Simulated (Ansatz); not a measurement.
Ansatz (a program for electronic structure) input (B2PLYP/cc-pV(D+d)Z): A basis named .json is the Basis Set Exchange file of that set (core-valence sets with the plain set on hydrogen).

Ansatz 0.2 input:
```yaml
crystal:
  periodic: [false, false, false]
  atoms:
    - {symbol: F, position_ang: [0.00000000, 0.00000000, 0.00000000]}
basis:
  gaussian:
    orbitals: cc-pV_D+d_Z.json
hamiltonian:
  xc: {name: B2PLYP}
magnetization: {spin_polarized: true, initial_magnetization: 1}
correlation: {electrons: outside_noble_gas}
scf: {lower_state_search: full}
```

Output:

```
Functional definition: B2PLYP
integrals: 0.00 GiB planned
71 factors; integrals over basis functions are off by at most 1.5e-4 eV
mean field: 0.05 GiB planned
mean field evaluation 1: about -2710.6616 eV, gradient 5.0e0 eV
mean field evaluation 2: about -2710.6619 eV, gradient 5.0e0 eV
mean field evaluation 4: about -2710.7268 eV, gradient 1.3e-1 eV
mean field evaluation 8: about -2710.7269 eV, gradient 1.0e-3 eV
mean field evaluation 16: about -2710.6981 eV, gradient 3.2e0 eV
mean field evaluation 32: about -2710.7269 eV, gradient 1.4e-2 eV
mean field -2710.72689930 eV, -99.6173761526 hartree, gradient 9.6e-7 eV, S^2 0.751228; 2 other end points of the search recorded, 0 dependent functions left out
1 core orbitals not correlated
reference -2710.72692283 eV, -99.6173770173 hartree; 4, 3 occupied and 9, 10 virtual orbitals, 71 factors
second order -4.38857691 eV of doubles, -0.00000000 eV of singles
Total energy: -2711.91183860 eV, -99.6609218685 hartree
```
